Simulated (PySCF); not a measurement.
Vertical excitations of a molecule C₄H₉FSi from TDA-PBE/def2-SVPD (PySCF), as energy in eV (oscillator strength): 6.43 (0.010), 6.59 (0.012), 6.60 (0.003), 6.71 (0.018), 6.91 (0.010), 6.97 (0.007), 7.13 (0.059), 7.23 (0.078), 7.32 (0.018), 7.49 (0.002). Lowest triplet (TDA): 6.23 eV. Geometry optimised at PBE-D3(BJ)/def2-SVP. One conformer was computed; it need not be the lowest.

Q: Pick the molecule that these values belong to.
(A) C[C@@H]1C[SiH2][C@@H]1F
(B) C[C@H]1C[C@@]1(F)[SiH3]
(C) C=C(F)CC[SiH3]
(D) CC/C(F)=C/[SiH3]

A: B, C[C@H]1C[C@@]1(F)[SiH3]
